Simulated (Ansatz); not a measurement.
Job for Ansatz (a quantum-chemistry and plane-wave program): R-SVWN5/def2-TZVPP on AlAsH4 (SMILES [AlH2][AsH2]), a point of a torsion scan.

Ansatz 0.2 input:
```yaml
crystal:
  periodic: [false, false, false]
  atoms:
    - {symbol: Al, position_ang: [-0.84554652, 0.03787413, -0.03266646]}
    - {symbol: As, position_ang: [1.55272974, -0.04615603, -0.00698051]}
    - {symbol: H, position_ang: [-1.67430068, -1.16174732, -0.59287480]}
    - {symbol: H, position_ang: [-1.82578251, 1.16955835, 0.39598589]}
    - {symbol: H, position_ang: [1.21948844, -1.39547521, -0.62053619]}
    - {symbol: H, position_ang: [1.38288772, 0.56620365, -1.38970410]}
basis:
  gaussian:
    orbitals: def2-TZVPP
hamiltonian:
  xc: {name: SVWN5}
scf: {lower_state_search: off}
```

Question: What total energy does the run end on?

Answer: -2476.3316 hartree.
